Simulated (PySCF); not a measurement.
Species: C7H9N2 (charge +1).
Numbering: `[CH:1]#[C:2]/[C:3]([CH:4]=[NH2+:5])=[CH:6]/[CH:7]=[CH:8]/[NH2:9]` (hydrogens: H10 on C1; H11 on C4; H12, H13 on N5; H14 on C6; H15 on C7; H16 on C8; H17, H18 on N9)

Method used: B3LYP/def2-SV(P) geometry optimisation, gas phase (PySCF 2.14.0).

Some entries are withheld. Bonds in one row agree within 0.01 Å.

```json
{"coordinate": "C1≡C2", "value": "?"}
{"coordinate": "C2–C3", "value": "?"}
{"coordinate": "C3–C4", "value": "1.407 Å"}
{"coordinate": "C4=N5", "value": "1.322 Å"}
{"coordinate": "C3=C6", "value": "?"}
{"coordinate": "C6–C7", "value": "1.397 Å"}
{"coordinate": "C7=C8", "value": "?"}
{"coordinate": "C8–N9", "value": "1.328 Å"}
{"coordinate": "C1–H10", "value": "1.077 Å"}
{"coordinate": "C4–H11", "value": "1.094 Å"}
{"coordinate": "N5–H12", "value": "1.022 Å"}
{"coordinate": "N5–H13", "value": "1.017 Å"}
{"coordinate": "C6–H14", "value": "1.097 Å"}
{"coordinate": "C7–H15", "value": "1.096 Å"}
{"coordinate": "C8–H16", "value": "1.096 Å"}
{"coordinate": "N9–H17, N9–H18", "value": "1.018 Å"}
{"coordinate": "C1–C2–C3", "value": "?"}
{"coordinate": "C2–C3–C4", "value": "?"}
{"coordinate": "C2–C3–C6", "value": "119.9°"}
{"coordinate": "C4–C3–C6", "value": "?"}
{"coordinate": "C3–C4–N5", "value": "124.0°"}
{"coordinate": "C3–C6–C7", "value": "129.9°"}
{"coordinate": "C6–C7–C8", "value": "119.6°"}
{"coordinate": "C7–C8–N9", "value": "125.8°"}
```

Fill in the missing values.

- C1≡C2 = 1.214 Å, drawn triple in a drawing that doesn't fit all lengths (terminal alkyne carbon to alkyne carbon); 0.17 Å below the sum of covalent radii, 1.38 Å.
- C2–C3 = 1.433 Å, drawn single in a drawing that doesn't fit all lengths (alkyne carbon to fully substituted alkene carbon); 0.01 Å above the sum of covalent radii, 1.42 Å.
- C3=C6 = 1.415 Å, drawn double in a drawing that doesn't fit all lengths (fully substituted alkene carbon to alkene CH carbon); 0.05 Å below the sum of covalent radii, 1.46 Å.
- C7=C8 = 1.394 Å, drawn double in a drawing that doesn't fit all lengths (alkene CH carbon to vinylic carbon bearing nitrogen); 0.07 Å below the sum of covalent radii, 1.46 Å.
- C1–C2–C3 = 178.1°, at the alkyne carbon; the outer atoms are 2.646 Å apart.
- C2–C3–C4 = 118.1°, at the fully substituted alkene carbon; the outer atoms are 2.435 Å apart.
- C4–C3–C6 = 122.1°, at the fully substituted alkene carbon; the outer atoms are 2.469 Å apart.

Radii are Cordero's, carbon taken as 0.76, 0.73 or 0.69 Å for four, three, and two or fewer neighbours.

B3LYP/def2-SV(P) frequencies: not computed here. Isolated species at its B3LYP/def2-SV(P) geometry (one conformer only). Torsions: C2–C3–C4–N5 0°, C3–C6–C7–C8 180°.
